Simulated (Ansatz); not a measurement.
Isolated molecules relaxed with PBE0-D4/def2-TZVP in Ansatz; ΔE leaves out vibrations. CBS: MP2 limit from def2 TZ/QZ plus the TZ coupled-cluster correction, frozen cores. DFT in def2-TZVPP. Elements past krypton have def2 core potentials. For Te outer-core shells are correlated without core-valence functions, which leaves a few kJ/mol of doubt a bond. One conformer a species, not always the lowest.

Consider the redistribution: `N[Si](O)(O)[TeH]` + `N[SiH2]O[SiH3]` → `[SiH3][TeH]` + `N[SiH2]O[Si](N)(O)O`.

| species | ωB97X-V energy (Eh) |
| --- | --- |
| `N[Si](O)(O)[TeH]` | -765.86952 |
| `N[SiH2]O[SiH3]` | -713.23093 |
| `[SiH3][TeH]` | -559.87448 |
| `N[SiH2]O[Si](N)(O)O` | -919.23842 |

Problem. Work out ΔE.

Solution. ΔE = (-559.87448) + (-919.23842) − (-765.86952) − (-713.23093) = -0.01245 Eh = -0.34 eV. CCSD(T)/CBS gives -0.33 eV.

Largest T1 diagnostic among the species: 0.011.

The D4 term adds −0.04 eV with B3LYP and −0.02 eV with PBE0; it sums over pairs of atoms, weighted by their polarisabilities, and B3LYP, whose exchange is more repulsive, gets the larger term.

B3LYP here is the variant with VWN-RPA as its local correlation; programs differ in this.
